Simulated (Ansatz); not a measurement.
Input for Ansatz (a quantum-chemistry and plane-wave program): R-wB97M-V/def2-TZVPPD on FH5Si (a complex). Files ending in .json are basis or fitting sets from the Basis Set Exchange.

Ansatz 0.2 input:
```yaml
crystal:
  periodic: [false, false, false]
  atoms:
    - {symbol: F, position_ang: [-0.20220298, -0.42935252, -0.46784282]}
    - {symbol: H, position_ang: [-0.10078953, -0.77048519, 0.39115753]}
    - {symbol: Si, position_ang: [-0.03857794, 0.13558998, 3.06351546]}
    - {symbol: H, position_ang: [0.04706272, -1.01661469, 2.12283321]}
    - {symbol: H, position_ang: [1.04912552, 1.08375130, 2.74879942]}
    - {symbol: H, position_ang: [0.11493499, -0.39663436, 4.43364780]}
    - {symbol: H, position_ang: [-1.35700447, 0.78090115, 2.90078370]}
basis:
  gaussian:
    orbitals: def2-TZVPPD.json
hamiltonian:
  xc: {name: wB97M-V}
scf: {lower_state_search: off}
```

### Question
Predict the final total energy.

### Answer
-392.3122 hartree.

### Question
How many basis functions does it have, and what does it roughly cost on one machine?

### Answer
173 functions; very roughly 7 core-seconds.
